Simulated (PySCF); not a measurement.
Gas-phase reaction: SnBr₄ + 4 SnF₃ → 3 SnF₄ + 2 SnBr₂

Energies from PySCF, thermal terms from the rigid-rotor harmonic-oscillator model, ideal gas at 1 bar. † marks an energy on the PBE0/def2-TZVP geometry and frequencies; other levels use their own. MP2 and CCSD(T) freeze the core. Open shells (unrestricted): SnF₃ (multiplicity 2); the rest are closed-shell singlets. B3LYP is the form with VWN-RPA correlation. Sn: scalar-relativistic def2 core potential, no spin-orbit coupling. Br: all electrons, no relativistic terms. SnF₃: computed as isolated molecules; such fragments, hydroxides, amides, oligomers or adducts are transient or little studied in the gas. MP2 isn't extrapolated to the basis-set limit; its ΔH°(298 K) is -325.9 kJ in def2-SVP and -358.9 kJ in def2-TZVPP. CCSD(T) isn't extrapolated to the basis-set limit. The harmonic model lacks anharmonicity and excited electronic states, which grow with temperature; levels with a mode under 35 cm⁻¹ are left out. Soft modes under 120 cm⁻¹ make the harmonic entropy rough for SnBr₄, SnBr₂.

```csv
level,"ΔE electronic, kJ","ΔH°(298 K), kJ","ΔS°(298 K), J/K","ΔG°(1600 K), kJ"
B3LYP/def2-TZVP†,-309,-305,-47,-225
CCSD(T)/def2-SVP†,-343,-339,-47,-259
HF/def2-TZVP†,-260,-257,-47,-177
MP2/def2-TZVPP†,-362,-359,-47,-279
PBE/def2-SVP,-274,-270,-50,-185
PBE/def2-TZVP†,-280,-276,-47,-196
PBE0/def2-SVP†,-293,-290,-47,-209
r2SCAN/def2-TZVP†,-274,-271,-47,-190
ωB97X-V/def2-TZVP†,-319,-315,-47,-235
```
ΔH° is lowest at MP2/def2-TZVPP† and highest at HF/def2-TZVP†. No reference value is set beside these.
